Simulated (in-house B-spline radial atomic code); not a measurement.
Computed with a B-spline radial atomic code. Model: two electrons, singlet ground state, non-relativistic, full CI in B-splines with partial waves to l = 8 (at full coupling up to 3e-4 hartree above the limit, correlation up to 0.6 % small), density held at that of full coupling by Lieb maximisation.

Along the adiabatic connection the electron repulsion is scaled by a coupling λ while a local potential keeps the density fixed. At λ = 0 the system is the Kohn-Sham one and W equals the exchange energy; the exchange-correlation energy is the area under W between 0 and 1. The kinetic energy rises with λ as the electrons avoid each other, with dT/dλ = −λ dW/dλ.

Command:
```bash
python run_ac.py task.json out
```
Settings (lengths in bohr, energies in hartree):
```
potential              coulomb
strength               1.49
lmax                   8
wall_radius            1.12
```

Run time, properties included: 2.7 s on 1 thread of Intel(R) Xeon(R) Processor @ 2.30GHz (shared host).

**W = mean repulsion less Hartree energy, and W of three functionals.**

Given: confinement point charge; nuclear charge 1.49; hard wall radius 1.12 bohr; external potential -Z/r.

Computed: LDA exchange minus exact 251.03 millihartree; PBE exchange minus exact 78.174 millihartree.

```csv
coupling,W xc (hartree),W xc minus exchange (millihartree),kinetic minus Kohn-Sham (millihartree),LDA (PW92) W minus its exchange (millihartree),PBE W minus its exchange (millihartree),SCAN W minus its exchange (millihartree)
0,-1.7543,0,0,0,0,0
0.02,-1.7563,-1.992,0,-13.37,-2.96,-1.93
0.05,-1.7592,-4.96,0.1,-27.9,-7.38,-4.79
0.12,-1.7661,-11.787,0.7,-54.62,-17.5,-11.29
0.25,-1.7784,-24.119,3,-93.21,-35.51,-22.92
0.4,-1.7921,-37.81,7.4,-129.07,-55.04,-35.75
0.6,-1.8095,-55.214,16.1,-168.89,-79.21,-52.01
0.8,?,?,?,?,?,?
1,-1.8416,-87.35,41.7,-232.76,-122.31,-82.05
1.4,-1.8706,-116.31,76.4,-284,-159.88,-109.32
2,-1.9089,-154.66,141.3,-346.46,-208.47,-145.94
3,?,?,?,?,?,?
4.5,-2.0231,-268.8,499.7,-515.65,-350.84,-260.21
7,-2.094,-339.76,901.5,-617.66,-441.78,-336.44
10,-2.1505,-396.24,1375.9,-700.69,-517.64,-399.94
```

Problem. What belongs in the row 0.8?

Solution. W xc (hartree): -1.826; W xc minus exchange (millihartree): -71.707; kinetic minus Kohn-Sham (millihartree): 27.6; LDA (PW92) W minus its exchange (millihartree): -202.86; PBE W minus its exchange (millihartree): -101.55; SCAN W minus its exchange (millihartree): -67.41.

Problem. What belongs in the row 3?

Solution. W xc (hartree): -1.962; W xc minus exchange (millihartree): -207.71; kinetic minus Kohn-Sham (millihartree): 272.9; LDA (PW92) W minus its exchange (millihartree): -426.97; PBE W minus its exchange (millihartree): -274.6; SCAN W minus its exchange (millihartree): -197.91.

Problem. What is the SCAN exchange minus exact?

Solution. 1.0404 millihartree.

**Energy parts, natural occupations and partial-wave weights.**

Computed: total energy 2.5217 hartree; exchange energy -1.7543 hartree; correlation energy -0.045648 hartree; kinetic part of the DFT correlation energy 0.041702 hartree; kinetic part over minus potential part 0.47741; Hartree energy 3.5085 hartree; Kohn-Sham kinetic 8.3433 hartree.

```tsv
natural	occupation of the shell (electrons)
s	1.9938
p	0.0054708
s	0.00037639
d	0.00025142
p	?
f	3.338e-05
```

Problem. What belongs in the row p?

Solution. occupation of the shell (electrons): 5.0228e-05.

```
wave      weight
   s     0.99708
   p   0.0027619
   d  0.00013129
   f           ?
   g  4.2238e-06
```

Problem. What belongs in the row f?

Solution. weight: 1.8185e-05.

Problem. What is the Lieb Oxford ratio E_xc over LDA exchange?

Solution. 1.1974.

Problem. What is the initial slope twice GL2?

Solution. -0.099898 hartree.

Half-way to full coupling W has made 53 % of its drop, against 50 % for a straight line, and second-order (GL2) theory, half the initial slope, overshoots the correlation energy by about 9 %: a moderate bend, as in light atoms. Over couplings 0 to 1 the errors in E_xc come to about +156 millihartree for LDA, +59 millihartree for PBE, +3.7 millihartree for SCAN, so SCAN is nearest. In LDA and PBE the errors of exchange and correlation have opposite signs, so the sum is smaller than the larger of the two.
